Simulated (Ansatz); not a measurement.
Geometry optimisation, RKS PBE/def2-SVP in Ansatz 0.2.0.

Input:

```yaml
crystal:
  periodic: [false, false, false]
  atoms:
    - { symbol: Ta, position_ang: [0.0, 0.0, 0.0] }
    - { symbol: F, position_ang: [2.28, 0.0, 0.0] }
    - { symbol: "N", position_ang: [0.0, 0.0, 2.16] }
    - { symbol: H, position_ang: [-0.2456, -0.8845, 2.69] }
    - { symbol: H, position_ang: [0.2456, 0.8845, 2.69] }
    - { symbol: "N", position_ang: [0.0, 0.0, -2.16] }
    - { symbol: H, position_ang: [-0.6116, -0.6845, -2.69] }
    - { symbol: H, position_ang: [0.6116, 0.6845, -2.69] }
    - { symbol: "N", position_ang: [-1.08, 1.8706, 0.0] }
    - { symbol: H, position_ang: [-1.6414, 2.1584, 0.8518] }
    - { symbol: H, position_ang: [-1.0486, 2.5007, -0.8518] }
    - { symbol: F, position_ang: [-0.965, -1.6714, 0.0] }
    - { symbol: O, position_ang: [0.7315, -1.8635, 1.1725] }
    - { symbol: H, position_ang: [0.1654, -2.662, 0.9237] }
    - { symbol: H, position_ang: [1.9139, -1.1026, 0.6938] }
basis:
  gaussian: { orbitals: def2-SVP }
hamiltonian:
  xc: pbe
relax:
  f_tol: 0.15
  max_steps: 25
  restrain:
    - { distance: [0, 12], at: 3.22, k: 30.0 }
    - { distance: [14, 1], at: 2.12, k: 30.0 }
    - { distance: [0, 1], at: 1.93, k: 30.0 }
    - { distance: [14, 12], at: 1.01, k: 30.0 }
```

Launched with:

```bash
$ ansatz run input.yaml --threads 4 --pin off --max-ram 5120MiB --backend cpu --events-out ev --progress --plain --runs-dir out
```

Question: Where does it end, and by what steps?

Answer: The run converged. The restraints hold the end off the free minimum. After 18 steps the energy has fallen by 5.200 eV (the restraints' own energy left out); H14 moved furthest, 1.68 Å. Parted: Ta1–O13 (2.32 → 3.21 Å). Joined: O13–H15 (1.49 → 0.99 Å).

| step | energy less start (eV) | largest force component (eV/Å) | accepted |
| --- | --- | --- | --- |
| 0 | 0.0000 | 3.914 | yes |
| 1 | -0.9552 | 2.939 | yes |
| 2 | -2.0951 | 3.593 | yes |
| 3 | -3.3940 | 3.500 | yes |
| 4 | -4.2759 | 1.897 | yes |
| 5 | -4.5301 | 1.338 | yes |
| 6 | -4.6349 | 1.005 | yes |
| 7 | -4.7609 | 0.609 | yes |
| 8 | -4.8284 | 0.596 | yes |
| 9 | -4.8645 | 1.220 | yes |
| 10 | -4.9111 | 0.999 | yes |
| 11 | -4.9777 | 0.787 | yes |
| 12 | -5.0278 | 0.754 | yes |
| 13 | -5.0927 | 0.628 | yes |
| 14 | -5.1207 | 0.880 | yes |
| 15 | -5.1626 | 0.659 | yes |
| 16 | -5.1708 | 1.097 | yes |
| 17 | -5.1847 | 0.805 | yes |
| 18 | -5.2004 | 0.592 | yes |

```xyz
15
Properties=species:S:1:pos:R:3
Ta -0.309 0.298 0.217
F 1.597 0.582 0.342
N -0.332 0.131 2.231
H -1.008 -0.458 2.736
H 0.505 0.252 2.819
N 0.098 -0.500 -1.623
H -0.531 -1.128 -2.140
H 0.997 -0.440 -2.114
N -1.034 2.093 -0.130
H -1.355 2.731 0.604
H -1.159 2.501 -1.061
F -1.855 -0.822 0.204
O 1.540 -2.312 0.513
H 1.131 -2.220 -0.375
H 2.070 -1.476 0.569
```

Time of the run: 56 s on 4 threads of Arm Neoverse V2, with other jobs on the host, peak memory 0.23 GiB.
